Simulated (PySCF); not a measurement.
Compound: C6H11OPS.
Atom-mapped SMILES: `[CH3:1]/[CH:2]=[CH:3]/[P@H:4](=[S:5])[CH2:6][C:7]([CH3:8])=[O:9]` (hydrogens: H10, H11, H12 on C1; H13 on C2; H14 on C3; H15 on P4; H16, H17 on C6; H18, H19, H20 on C8)

Cartesian coordinates in Å at the PBE0-D3(BJ)/def2-SVP level; atoms count from 1:
```
atom  x, y, z in Å
C1     3.8916   -0.1248    0.0388
C2     2.4972    0.3753    0.1678
C3     1.4896    0.0905   -0.6643
P4    -0.1591    0.7635   -0.3872
S5    -0.3583    1.9423    1.1535
C6    -1.2594   -0.7135   -0.3831
C7    -2.7143   -0.2836   -0.4831
C8    -3.4548   -0.1358    0.8112
O9    -3.1921   -0.0297   -1.5623
H10    4.5943    0.7206   -0.0458
H11    4.1857   -0.6791    0.9452
H12    4.0245   -0.7806   -0.8331
H13    2.2712    1.0384    1.0158
H14    1.6268   -0.5559   -1.5402
H15   -0.5058    1.3251   -1.6488
H16   -1.0292   -1.2625    0.5419
H17   -1.0038   -1.3206   -1.2650
H18   -2.9145    0.6062    1.4253
H19   -3.4521   -1.0834    1.3723
H20   -4.4833    0.1957    0.6242
```

Method used: TDDFT CAM-B3LYP/def2-SVPD, vertical, gas phase, core orbitals frozen in the response (PySCF).

Kohn–Sham orbitals with the atoms that hold most of them (Löwdin shares over 4%, at most four atoms; ? is withheld):

| orbital | ε (eV) | atoms |
| --- | --- | --- |
| LUMO+2 | 1.10 | C1 22%, C3 12%, S5 10%, H14 9% |
| LUMO+1 | 0.52 | C7 17%, O9 16%, C2 15%, C3 13% |
| LUMO | -0.01 | ? |
| HOMO | ? | ? |
| HOMO-1 | -8.07 | S5 72%, P4 13%, C3 4% |
| HOMO-2 | -9.02 | O9 53%, C7 11%, C6 10%, C8 9% |
| HOMO-3 | -9.68 | C3 33%, C2 26%, O9 9%, C1 7% |

Task: Which atoms hold the LUMO, and with what shares?

Result: C2 (bonded to 2 C and H) 19%; C7 (bonded to 2 C and O) 17%; O9 (bonded to C) 14%; C3 (bonded to C, P and H) 13%. By element: carbon 50% or more, oxygen 14%.

Task: Give the leading atoms of the HOMO.

Result: S5 (bonded to P) 74%; P4 (bonded to 2 C, S and H) 16%.

Task: What is the HOMO energy, and the HOMO–LUMO gap?

Result: ε(HOMO) = -7.99 eV; the gap is 7.98 eV (0.2932 hartree).

Task: The HOMO–LUMO gap is 7.98 eV. Where does the response calculation put the lowest singlet, and from which orbitals?

Result: S1 is at 4.44 eV (f = 0.0033), 3.54 eV below the gap, made of HOMO-2→LUMO (48%), HOMO-2→LUMO+1 (36%). Its leading pair isn't HOMO and LUMO; the energies of that pair differ by 9.00 eV. Without the coupling terms of the response equations the lowest excitation would equal the gap.

Task: One configuration dominates each of S2, S3 and S4. Which, and how do the shares of the two leading atoms of either orbital change from the occupied to the empty one?

Result: 
- S2 (5.13 eV, f 0.0011), HOMO-1→LUMO (93%): S5 72% → at most 14%, P4 13% → at most 14%, C2 at most 4% → 19%, C7 at most 4% → 17%
- S3 (5.22 eV, f 0.019), HOMO→LUMO (94%): S5 74% → at most 14%, P4 16% → at most 14%, C2 at most 4% → 19%, C7 at most 4% → 17%
- S4 (5.80 eV, f 0.0090), HOMO→LUMO+1 (71%): S5 74% → at most 13%, P4 16% → at most 13%, C7 at most 4% → 17%, O9 at most 4% → 16%

Löwdin shares depend on the basis, the more so with diffuse functions.

One conformer stands for the species.
